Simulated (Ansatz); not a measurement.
`CSB[TeH]` + HCl → `CSBCl` + H₂Te at 700 K and 1 bar (ligand exchange at a B–Te bond).

Gas-phase electronic energies from Ansatz, PBE0-D4/def2-TZVP geometries. CCSD(T)/CBS adds triple-zeta CCSD(T) − MP2 to the extrapolated MP2 energy (def2 sets, frozen cores). This one scheme is used for every species. def2 core potentials past Kr. For Te outer-core shells are correlated without core-valence functions, which leaves a few kJ/mol of doubt a bond. Each species was taken in one conformer, which may not be the lowest.

| species | CCSD(T)/CBS energy (Eh) | H − E (kJ/mol) | S (J/(mol·K)) |
| --- | --- | --- | --- |
| `CSB[TeH]` | -731.39177 | 224.1 | 458.3 |
| HCl | -460.38127 | 38.4 | 211.8 |
| `CSBCl` | -922.86962 | 199.6 | 411.0 |
| H₂Te | -268.91024 | 57.2 | 261.6 |

H − E and S are ideal-gas, rigid-rotor, harmonic terms from PBE0-D4/def2-TZVP, for one conformer and one mirror image of each species. 1 Eh = 2625.50 kJ/mol, R = 8.31446 J/(mol·K).

By hand: ΔE, ΔH, ΔS and ΔG.

ΔE = (-922.86962) + (-268.91024) − (-731.39177) − (-460.38127) = -0.00682 Eh = -17.9 kJ/mol. Δ(H − E) = 199.6 + 57.2 − 224.1 − 38.4 = -5.7, so ΔH = -23.6 kJ/mol. ΔS = 411.0 + 261.6 − 458.3 − 211.8 = 2.5 J/(mol·K). ΔG = -23.6 − 700 × (2.5)/1000 = -25.4 kJ/mol.

By hand: the equilibrium constant, and the temperature at which ΔG would vanish if ΔH and ΔS stayed fixed.

log₁₀ K = −ΔG/(RT ln 10) = 1.9. ΔH and −TΔS have one sign here, so there is no such temperature.

The number of gas molecules stays the same, so ΔS is small and ΔH decides. A doubt of 5 kJ/mol in ΔE shifts log₁₀ K by 0.4 here. Other conformers and mirror images would add mixing entropy, several J/(mol·K) or more a flexible species. Modes under 60 cm⁻¹, often nearly free rotors, make the harmonic entropy too high. These are equilibria of isolated gas molecules and say nothing of rates. Largest T1 diagnostic: 0.013 (customary marks: 0.02 for closed shells, 0.045 for open ones).

ΔS is within the doubt of such terms, so its sign, and with it that verdict, could turn.
